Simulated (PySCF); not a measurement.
An EPR property job and its printed output. Input:

```
{"job": {"kind": "epr", "basis": "pcH-1"}, "charge": 0, "multiplicity": 2}
C      2.706595     0.247655    -0.011948
N      1.651867    -0.680297    -0.188204
C      0.407773    -0.337108    -0.081314
C     -0.594512    -1.298673    -0.263169
C     -1.999596    -0.982927    -0.158344
O     -2.890333    -1.808799    -0.314077
C     -2.246995     0.427771     0.152847
C     -1.229880     1.281932     0.310341
O      0.069704     0.963162     0.207141
H      3.088393     0.518597    -1.002376
H      2.427981     1.163222     0.517597
H      3.517147    -0.268859     0.505680
H     -0.289164    -2.307278    -0.486839
H     -3.266965     0.757498     0.251947
H     -1.356426     2.332093     0.538806
```

Method: PySCF 2.14.0, UKS B3LYP, pcH-1 on C H N O, non-relativistic, mean-field spin-orbit, GIAO. Isolated species at its GFN2-xTB geometry (one conformer only). A GFN2-xTB geometry isn't a minimum of the functional, and hyperfine couplings can be far from their values at a DFT geometry.

Output of the driver script. Atoms in this output count from 0.

```
UKS, coarse grid
  cycle   1  E = -437.19132611  |g| = 7.25e-01
  cycle   2  E = -434.29768214  |g| = 2.12e+00
  cycle   3  E = -437.23546979  |g| = 5.68e-01
  cycle   4  E = -437.38951309  |g| = 1.77e-01
  cycle   5  E = -437.39517692  |g| = 1.38e-01
  cycle   6  E = -437.40459378  |g| = 3.14e-02
  cycle   7  E = -437.40516512  |g| = 1.39e-02
  cycle   8  E = -437.40527051  |g| = 6.38e-03
  cycle   9  E = -437.40532010  |g| = 3.35e-03
  cycle  10  E = -437.40533187  |g| = 1.99e-03
  cycle  11  E = -437.40533434  |g| = 1.08e-03
  cycle  12  E = -437.40533546  |g| = 3.86e-04
UKS, final grid
  cycle   1  E = -437.40534536  |g| = 5.83e-04
  cycle   2  E = -437.40534495  |g| = 1.26e-03
  cycle   3  E = -437.40534558  |g| = 1.36e-04
  cycle   4  E = -437.40534559  |g| = 1.09e-04
  cycle   5  E = -437.40534562  |g| = 7.02e-05
  cycle   6  E = -437.40534562  |g| = 1.67e-05
E = -437.40534562 Eh   <S^2> = 0.7772 (exact 0.7500)
g shifts (ppm)      1          2          3
  rmc          -200       -200       -200
  gc            -19         38         37
  oz_so          -0       2131       5490
  total        -219       1969       5327
hyperfine (MHz)  atom isotope    a_iso     a_fc   dipolar eigenvalues
    0   13C     -18.85     -18.85     -2.78      1.24      1.54
    1   14N      19.32      19.32    -23.69    -23.34     47.03
    2   13C     -49.24     -49.24    -27.35     10.84     16.52
    3   13C      48.31      48.31    -47.24    -46.06     93.30
    4   13C     -26.56     -26.56     -9.23      2.59      6.64
    5   17O     -10.65     -10.65    -51.05     25.14     25.91
    6   13C      -1.28      -1.28     -1.12      0.31      0.80
    7   13C       0.24       0.24     -1.63     -0.22      1.85
    8   17O       5.08       5.08     -3.75     -3.10      6.85
    9    1H     105.72     105.72     -4.25     -2.01      6.26
   10    1H      10.68      10.68     -2.91     -2.57      5.48
   11    1H      45.49      45.49     -3.75     -2.64      6.38
   12    1H     -37.47     -37.47    -18.16     -2.94     21.09
   13    1H      -1.22      -1.22     -1.35     -0.69      2.04
   14    1H      -0.52      -0.52     -1.04     -0.88      1.92
```

|g| in the SCF lines is the orbital gradient. In the g block, columns 1 to 3 are the principal axes in rising order; rmc is the relativistic mass correction, gc the gauge correction and oz_so the orbital-Zeeman/spin–orbit term. a_fc is the Fermi-contact part of a_iso, here all of it, since this run has no spin–orbit term in the hyperfine coupling.

Q: Is the state sound, as far as the log shows?

A: The SCF converged after 18 cycles in all, 12 of them on the coarse grid; no stability test was run. ⟨S²⟩ = 0.7772 against the exact 0.7500, 3.6 % above the value of a pure doublet state.

Q: What are the principal g values and g_iso?

A: Adding the total shifts to 2.002319 gives 2.00210, 2.00429, 2.00765; their mean shift is 2359 ppm, so g_iso = 2.00468.

Q: Which couplings shape the isotropic spectrum at natural abundance (0.05 mT or more)? Keep the log's numbering.

A: atoms 9, 10, 11 (1H, I = 1/2): mean 54.0 MHz = 1.92 mT in magnitude, a 1:3:3:1 quartet; atom 12 (1H, I = 1/2): -37.5 MHz = 1.34 mT in magnitude, a 1:1 doublet; atom 1 (14N, I = 1): 19.3 MHz = 0.69 mT in magnitude, a 1:1:1 triplet. Together 24 lines to first order. Class means assume fast exchange of nuclei equivalent by connectivity; if that motion is slow, each nucleus keeps its own coupling. The three 1H nuclei of mean +54.0 MHz run from 10.7 to 105.7 MHz in the frozen geometry.

Q: What are the principal values of the full tensor of atom 5 (17O)?

A: a_iso plus each dipolar eigenvalue: -61.70, 14.49, 15.26 MHz.

The species is `C[N]c1cc(=O)cco1` [radical]. The run used 285 basis functions and 6 iterations of the response equations. N2, the radical centre as drawn in `C[N]c1cc(=O)cco1`, holds a spin population of +0.49 out of 1.

Conformer computed: `[CH3:1][N:2][c:3]1[cH:4][c:5](=[O:6])[cH:7][cH:8][o:9]1`: C1–N2–C3–C4 180°.
Labels such as C1 count atoms from 1, the log's own numbers from 0.
